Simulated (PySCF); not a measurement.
Species: C₆H₁₀O₂ (charge -1 and doublet state).
Numbering: `[CH2:1]=[C:2]([O:3][CH3:4])[C@H:5]([CH3:6])[CH:7][O-:8]` (hydrogens: H9, H10 on C1; H11, H12, H13 on C4; H14 on C5; H15, H16, H17 on C6; H18 on C7)

Structure used (GFN2-xTB), in Å, numbered top down from 1:
```xyz
18
C6H10O2 angstrom
C      1.5803   -0.6778    0.5682
C      0.2503   -0.3722    0.6404
O     -0.2550    0.1610    1.8432
C     -0.0443    1.5460    1.9944
C     -0.7460   -0.4575   -0.4785
C     -0.5746   -1.6792   -1.3843
C     -0.4829    0.8515   -1.1700
O     -1.1815    1.9041   -1.0427
H      2.0098   -1.1174   -0.3130
H      2.2585   -0.3966    1.3574
H     -0.5014    1.8350    2.9445
H      1.0276    1.7848    2.0235
H     -0.5095    2.1034    1.1768
H     -1.7552   -0.4437   -0.0526
H      0.3868   -1.6377   -1.8911
H     -0.6179   -2.5995   -0.8010
H     -1.3591   -1.7001   -2.1409
H      0.5054    0.9022   -1.6660
```

The hyperfine couplings belong to this conformer and change with its torsions.

Computed, not measured: UKS B3LYP, pcH-1 on C H O, non-relativistic, mean-field spin-orbit, GIAO in PySCF 2.14.0. Whether the extra electron is bound in the gas phase wasn't checked; a finite basis holds it in any case. Couplings are sensitive to structure, and on GFN2-xTB geometries they can be far from those on DFT ones, by a factor of two or more for some ions and for spin on atoms past the first row. The SCF solution wasn't tested for stability.

Computed for the main isotopes (class means, splittings of 0.05 mT or more): g = 2.0036; H18 1H -20.8 MHz (0.74 mT); H9 1H -17.3 MHz (0.62 mT); H10 1H -14.5 MHz (0.52 mT); H14 1H +10.1 MHz (0.36 mT); 16 first-order lines, 2.23 mT wide.

Problem. What changes when 1H at H9 is replaced by 2H?

Solution. Only the nuclear moment changes in this model. The ratio of g factors is 0.85744/5.58569 = 0.1535, so a goes from -17.3 to -2.6 MHz (0.094 mT). The spin goes from 1/2 to 1, so the 1:1 doublet becomes a 1:1:1 triplet. The spectrum then has 24 first-order lines over 1.81 mT.

```tsv
offset from centre (mT)	relative intensity
-0.90	1
-0.81	1
-0.72	1
-0.54	1
-0.45	1
-0.39	1
-0.35	1
-0.29	1
-0.20	1
-0.16	1
-0.07	1
-0.03	1
+0.03	1
+0.07	1
+0.16	1
+0.20	1
+0.29	1
+0.35	1
+0.39	1
+0.45	1
+0.54	1
+0.72	1
+0.81	1
+0.90	1
```

Problem. Give position and intensity of the satellites from 13C at C6.

Solution. a = +76.0 MHz, or 2.71 mT in magnitude, and I = 1/2, so to first order each main line has two satellites, at ±1.35 mT. The isotope's abundance is about 1.07 %, shared among 2 lines, so each has 0.54 % of the main line's intensity.

Problem. Where do the 13C satellites of C2 appear, and how strong are they?

Solution. a = +41.0 MHz, or 1.46 mT in magnitude, and I = 1/2, so to first order each main line has two satellites, at ±0.73 mT. The isotope's abundance is about 1.07 %, shared among 2 lines, so each has 0.54 % of the main line's intensity.
